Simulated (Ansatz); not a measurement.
Cost and result up the ladder for fac-TiF3(H2O)3 (TiO₃F₃H₆) (13 atoms). Total charge 0; doublet. Geometry: PBE-D4/def2-SVP.

```xyz
13

F    -0.609    1.952    0.243
F     1.483   -0.052    1.429
F     1.342    0.545   -1.446
O     0.788   -1.772   -0.518
O    -1.171    0.103   -1.624
O    -1.100    0.007    1.947
Ti    0.263    0.348    0.129
H     1.437   -1.969    0.189
H     1.340   -1.333   -1.214
H    -0.386    0.316   -2.190
H    -1.625    0.967   -1.542
H    -1.397    0.941    2.001
H    -0.365   -0.052    2.595
```

Ansatz on 4 threads of Arm Neoverse V2 on a shared host. Times are rough, and most runs start from the orbitals of an earlier one. r2SCAN0-D4/def2-TZVP serves as the yardstick here, not as an exact answer. Differences are given only for rows in sets of like size (and for xTB, whose basis is part of the method), since another set adds its own error. Binding counts from free atoms at the same level (F doublet, O triplet, Ti triplet, H doublet; other spins of the atoms weren't run), without zero-point energy or a counterpoise term.

LC-ωPBE has ω = 0.4 bohr⁻¹. Correlated methods freeze 11 core orbitals; core or outer-core shells of Ti are correlated, in sets that lack core-valence functions. No other spin state of charge 0 was run. Another isomer (doublet) lies 0.06 eV lower at PBE0-D4/def2-TZVP; other spin states weren't run for this one.

Correlated methods converge slowly with the basis.

```csv
level,functions,wall time,binding energy per atom (eV),difference from r2SCAN0-D4/def2-TZVP (eV)
PBE-D4/def2-SVP,145,4 s,4.06,–
PBE0-D4/def2-SVP,145,7 s,3.87,–
MP2/def2-TZVP,267,17 s,3.88,0.09
LC-ωPBE/def2-TZVP,267,20 s,3.88,0.09
PBE0-D4/def2-TZVP,267,25 s,3.83,0.05
r2SCAN0-D4/def2-TZVP,267,48 s,3.78,0.00
```
